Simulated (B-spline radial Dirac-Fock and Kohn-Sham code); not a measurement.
Relativistic shifts of the levels of Sb²⁺

System: the Sb²⁺ ion, configuration [Kr] 4d10 5s2 5p1.

Both columns are ΔSCF binding energies of the configuration average from a radial B-spline solver: non-relativistic Hartree-Fock with a point nucleus, and Dirac-Fock with a finite nucleus and the Coulomb interaction alone, averaged over the two j levels with weights 2j+1.

```
shell  Hartree-Fock (eV)  Dirac-Fock (eV)  shift (eV)  shift (%)
   1s            29497.4          30621.6    +1124.26      +3.81
   2s             4468.9           4744.7     +275.80      +6.17
   2p             4173.1           4253.3      +80.20      +1.92
   3s              920.1            978.3      +58.18      +6.32
   3p              796.3            814.0      +17.72      +2.23
   3d              568.8            560.6       -8.16      -1.43
   4s              179.5            190.7      +11.21      +6.24
   4p              135.7            138.3       +2.61      +1.92
   4d              61.36            59.56       -1.80      -2.94
   5s              31.18            32.51       +1.32      +4.24
   5p              23.92            24.05       +0.13      +0.53
```

Relativity binds 1s, 2s, 2p, 3s, 3p, 4s, 4p, 5s, 5p more strongly, among those listed most of all 3s in relative terms, and 3d, 4d more weakly, because the contracted s and p shells screen the nucleus better.

Values without a named source are computed, but for edge energies of neutral atoms, which are taken from tables.
